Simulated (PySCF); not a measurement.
BH₃N, SMILES B[NH] (connectivity only; charge and spin as stated), charge -1, multiplicity 1.

Geometry optimised at PBE0-D3(BJ)/def2-TZVPD. The multiplicity is an assumed one; other spin states were not compared. The isomer is the one that the SMILES or the coordinates give; other isomers of the formula were not compared.

Two levels are set side by side: PBE/def2-TZVPD (PySCF) and r2SCAN/def2-TZVPD (PySCF). Same geometry, gas phase. Differences are taken from unrounded values.

| quantity | r2SCAN | PBE | PBE minus r2SCAN |
|---|---|---|---|
| orbital gap (eV) | 3.81 | 2.93 | -0.88 |
| highest occupied level (eV) | 0.67 | 0.90 | 0.23 |
| lowest empty level (eV) | 4.48 | 3.82 | -0.66 |
| mean polarisability (bohr³) | 44.7 | 46.8 | 2.1 |

Rough cost on one machine, each run with all the roots and properties that it gave: r2SCAN against PBE about 4 times.
